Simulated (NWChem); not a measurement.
The numbers come from NWChem runs, not from measurements. System: As, charge 0, spin multiplicity 4. Its SCF solution wasn't tested for a lower state. Level: G0W0@UPBE0/def2-TZVPD, RI basis def2-tzvpd-rifit.

Part of the output:

```
             Northwest Computational Chemistry Package (NWChem) 7.3.0
             --------------------------------------------------------

                                NWChem Input Module
                                -------------------

 Scaling coordinates for geometry "geometry" by  1.889725989
 (inverse scale =  0.529177249)

                             Geometry "geometry" -> ""
                             -------------------------

 Output coordinates in angstroms (scale by  1.889725989 to convert to a.u.)

  No.       Tag          Charge          X              Y              Z
 ---- ---------------- ---------- -------------- -------------- --------------
    1 As                  33.0000     0.00000000     0.00000000     0.00000000

 Effective nuclear repulsion energy (a.u.)       0.0000000000

            Nuclear Dipole moment (a.u.)
            ----------------------------
        X                 Y               Z
 ---------------- ---------------- ----------------
     0.0000000000     0.0000000000     0.0000000000

      Symmetry information
      --------------------

 Group name             D2h
 Group number             26
 Group order               8
 No. of unique centers     1

      Symmetry unique atoms

     1


 Summary of "ao basis" -> "" (spherical)
 ------------------------------------------------------------------------------
       Tag                 Description            Shells   Functions and Types
 ---------------- ------------------------------  ------  ---------------------
 *                         def2-tzvpd                 on all atoms

 new library libraries.bse/

 Summary of "ri basis" -> "" (spherical)
 ------------------------------------------------------------------------------
       Tag                 Description            Shells   Functions and Types
 ---------------- ------------------------------  ------  ---------------------
 *                      def2-tzvpd-rifit              on all atoms

                                 NWChem DFT Module
                                 -----------------

 Summary of "ao basis" -> "ao basis" (spherical)
 ------------------------------------------------------------------------------
       Tag                 Description            Shells   Functions and Types
 ---------------- ------------------------------  ------  ---------------------
 As                        def2-tzvpd               18       54   7s5p5d1f
[...]
 overlap   1.000  1.000  1.000  1.000  1.000  1.000  1.000  1.000  1.000  1.000

   alpha     11     12     13     14     15     16     17     18     19     20
    beta     10     13     12     14     15     18     17     16     19     24
 overlap   1.000  1.000  1.000  1.000  1.000  0.997  0.997  0.997  1.000  0.996

   alpha     21     22     23     24     25     26     27     28     29     30
    beta     23     21     22     20     27     26     25     31     32     30
 overlap   0.996  0.996  0.996  0.996  0.997  0.997  0.997  0.996  0.996  0.996

   alpha     31     32     33     34     35     36     37     38     39     40
    beta     29     28     33     40     39     41     42     43     45     44
 overlap   0.996  0.996  1.000  1.000  1.000  1.000  1.000  1.000  1.000  1.000

   alpha     41     42     43     44     45     46     47     48     49     50
    beta     38     37     36     35     34     47     46     48     52     53
 overlap   0.999  0.999  0.999  0.999  0.999  1.000  1.000  1.000  1.000  0.999

   alpha     51     52     53     54
    beta     51     49     50     54
 overlap   1.000  1.000  0.999  1.000

     --------------------------
     Expectation value of S2:
     --------------------------
      <S2> =      3.7506 (Exact =     3.7500)

 Task  times  cpu:        6.6s     wall:        6.6s

                                NWChem Input Module
                                -------------------

                                 NWChem GW Module
                                 ----------------

                             ***********************
                             ***        GW       ***
                             ***********************

 Summary of "ri basis" -> "ri basis" (spherical)
 ------------------------------------------------------------------------------
       Tag                 Description            Shells   Functions and Types
 ---------------- ------------------------------  ------  ---------------------
 As                     def2-tzvpd-rifit            41      175   11s10p9d6f4g1h

                 Memory Information
                 ------------------
          Available GA per process is          1700.0 MBs
          Available stack per process is        700.0 MBs
          Available heap per process is           0.0 MBs

          Peak memory in Initialization
              Peak GA per process is                  2.9 MBs
              Peak stack per process is               0.0 MBs
              Peak heap per process is                3.1 MBs
              Memory not in MA per process            0.0 MBs

          Peak memory in AFF Calculation
              Peak GA per process is                 15.8 MBs
              Peak stack per process is              11.6 MBs
              Peak heap per process is                0.0 MBs
              Memory not in MA per process           11.6 MBs

          Computing 2-center integrals
          Computing Inverse Cholesky factor
          Computing 3-center integrals
          Computing V_xc ...

          Computing Sigma_x
          Computing RPA polarizability
          Solving quasiparticle equations

                  Alpha Orbitals
          State     Energy (eV)     Error (eV)
          -----------------------------------
@GW        15        -16.955           0.004
@GW        16         -9.580           0.002
@GW        17         -9.580           0.002
@GW        18         -9.580           0.002
@GW        19          2.441           0.003
@GW        20          4.652           0.004

                   Beta Orbitals
          State     Energy (eV)     Error (eV)
          -----------------------------------
@GW        12        -48.796           0.002
@GW        13        -48.796           0.002
@GW        14        -48.796           0.002
@GW        15        -15.590           0.005
@GW        16          0.076           0.002
@GW        17          0.076           0.002

   Applying  -2.4981 eV scissor-shift to rest of particle states

   Applying   1.5096 eV scissor-shift to rest of hole states

   Applying  -2.2132 eV scissor-shift to rest of particle states

   Applying   2.6063 eV scissor-shift to rest of hole states

     GW Timing Statistics
   ------------------------
   Init.   :          0.1s
     ERIs  :          0.3s
     Distr.:          0.0s
     Vxc   :          0.8s
   Sigma_x :          0.0s
   RPA     :          0.6s
   Wmn     :          0.0s
   Sigma_c :          0.0s
   GW total:          1.8s

 Task  times  cpu:        1.8s     wall:        1.8s

 Total times  cpu:        8.4s     wall:        8.4s
```

### Question
Write an NWChem input that would produce this output.

### Answer
Several could match; the one computed here: 
```
start mol
memory heap 200 mb stack 700 mb global 1700 mb
geometry units angstroms nocenter noautoz
  As     0.000000     0.000000     0.000000
  symmetry group D2h
end
basis spherical
  * library def2-tzvpd
end
basis "ri basis" bse spherical
  * library def2-tzvpd-rifit
end
dft
  xc pbe0
  odft
  mult 4
  iterations 100
  direct
  tolerances tight
end
task dft energy
gw
  states alpha occ 4 vir 2
  states beta occ 4 vir 2
end
task dft gw
```
